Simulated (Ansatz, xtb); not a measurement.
# Relative energy of two isomers of C3H2BrNSe

Structure a is `Brc1ncc[se]1`, a singlet and structure b is `Brc1cnc[se]1`, a singlet. Both are isolated molecules in the gas phase, relaxed with r2SCAN-D4/def2-SVP.

Question: Which of the two would you expect CCSD(T)/def2-SVP + ΔMP2/def2-TZVPP electronic energies to favour?

Answer: Structure a; the calculation gives E(b) − E(a) = +1.84 kcal/mol.

Level by level:

```json
{"level": "GFN2-xTB", "geometry": "GFN2-xTB", "E(b) − E(a) (kcal/mol)": "+1.22", "departure from the last row (kcal/mol)": "−0.62", "job, with rough time for the two": "optimisation, 0.32 s"}
{"level": "HF/STO-3G", "geometry": "GFN2-xTB", "E(b) − E(a) (kcal/mol)": "+2.75", "departure from the last row (kcal/mol)": "+0.91", "job, with rough time for the two": "single point, 2.7 s"}
{"level": "r2SCAN-D4/def2-SVP//GFN2-xTB", "geometry": "GFN2-xTB", "E(b) − E(a) (kcal/mol)": "+2.39", "departure from the last row (kcal/mol)": "+0.55", "job, with rough time for the two": "single point, 7.5 s"}
{"level": "r2SCAN-D4/def2-SVP", "geometry": "r2SCAN-D4/def2-SVP", "E(b) − E(a) (kcal/mol)": "+2.26", "departure from the last row (kcal/mol)": "+0.42", "job, with rough time for the two": "optimisation, 64 s"}
{"level": "HF/def2-SVP", "geometry": "r2SCAN-D4/def2-SVP", "E(b) − E(a) (kcal/mol)": "+1.98", "departure from the last row (kcal/mol)": "+0.14", "job, with rough time for the two": "part of the CCSD(T) run"}
{"level": "MP2/def2-SVP", "geometry": "r2SCAN-D4/def2-SVP", "E(b) − E(a) (kcal/mol)": "+2.04", "departure from the last row (kcal/mol)": "+0.20", "job, with rough time for the two": "part of the CCSD(T) run"}
{"level": "CCSD(T)/def2-SVP", "geometry": "r2SCAN-D4/def2-SVP", "E(b) − E(a) (kcal/mol)": "+1.75", "departure from the last row (kcal/mol)": "−0.09", "job, with rough time for the two": "single point"}
{"level": "CCSD(T)/def2-SVP + ΔMP2/def2-TZVPP", "geometry": "r2SCAN-D4/def2-SVP", "E(b) − E(a) (kcal/mol)": "+1.84", "departure from the last row (kcal/mol)": "", "job, with rough time for the two": "single point, 2.4 min"}
```

As drawn, both hold the same kinds of bond in the same numbers.

The levels shown agree on the order. The largest departure from CCSD(T)/def2-SVP + ΔMP2/def2-TZVPP is that of HF/STO-3G, 0.91 kcal/mol. The last row adds to CCSD(T) the change of the MP2 difference between the two basis sets, here +0.09 kcal/mol.

With thermal terms from frequencies at re-optimised GFN2-xTB minima (ideal gas, soft modes damped towards free rotors, one conformer each, 298.15 K, 1 atm): the zero-point term adds 0.00 kcal/mol; ΔH is +1.85 and ΔG +1.81 kcal/mol.

The correlated steps freeze 22 core orbitals; the filled d shell of Br and Se is correlated, in a basis made for valence electrons. Run with Ansatz 0.2.0, xtb 6.7.1; the last row on 2 threads of Intel(R) Xeon(R) Processor @ 2.70GHz on a shared host.
